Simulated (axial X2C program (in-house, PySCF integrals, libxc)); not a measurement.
Which molecule has these constants?

Computed with an axial X2C code built on PySCF integrals, spin-free (one-electron X2C) or two-component (2c: spin–orbit coupling with atomic mean-field Coulomb and Gaunt terms, which also bring small scalar terms), in Dyall basis sets with cores contracted in-house; open shells are unrestricted.

A two-component CCSD(T) calculation in a Dyall 3-zeta basis gave Re = 2.762 Å, ωe = 283.4 cm⁻¹, De = 2.74 eV, Ω = 0.

Question: Which molecule is it?
A. MgI⁺
B. BeI⁺
C. SrI⁺
D. CaI⁺

Answer: D. The others have SrI⁺ 2.909 Å and 205.9 cm⁻¹ (Ω = 0); BeI⁺ 2.084 Å and 736.2 cm⁻¹ (Ω = 0); MgI⁺ 2.478 Å and 375.4 cm⁻¹ (Ω = 0).

Frozen shells (counts by l): CaI⁺ I 4s3p2d, Ca 3s2p, 8 electrons correlated; SrI⁺ I 4s3p2d, Sr 4s3p1d, 8 electrons correlated; BeI⁺ I 4s3p2d, Be 1s, 8 electrons correlated; MgI⁺ I 4s3p2d, Mg 2s1p, 8 electrons correlated. Coupled cluster in natural virtuals with an MP2 remainder. Where the outer core of a metal is frozen, bonds come out longer and ionisation energies lower.

Each entry is the lowest single determinant of a limited PBE0 search at one distance. De goes to single-determinant-based atoms at the same level (for ions the charge split of lowest energy) and is withheld (n/a) where an atom does not fit its ground term or J level. Main or longest-lived isotopes.
